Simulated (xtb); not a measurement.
F3In, charge -1, doublet, at a GFN2-xTB geometry (such geometries of metal compounds can be far from the true shape) (a state made from the parent by changing its charge; the spin is typed, not shown lowest), atoms displaced at random by about 0.1 Å a coordinate. Base run: GFN1-xTB run with xtb 6.7.1.

xtb was given this input:
```
$ xtb mol.xyz --gfn 1 --chrg -1 --uhf 1 --opt --json

# file mol.xyz
4

In     0.13845638     0.03130561    -0.07449317
F     -1.87124254    -1.38142391    -0.08507590
F      0.09340583     2.18904200    -0.81573645
F      2.18131077    -0.90192999     0.77307010
```

The base run was repeated with changes; each row names its change, and settings that it needs were set with it.

| change | ΔE vs base (kJ/mol) | optimiser steps |
|---|---|---|
| base | 0.00 | 21 |
| opt level = loose | 3.67 | 4 |
| opt level = sloppy | 3.70 | 3 |
| opt level = tight | 0.00 | 22 |
| alpb = acetonitrile | -247.6 | 13 |
| opt level = crude | 3.70 | 3 |
| opt level = lax | 3.67 | 4 |
| alpb = benzene | -213.5 | 24 |
| opt level = extreme | 0.00 | 24 |
| engine = inertial | 3.70 | - |
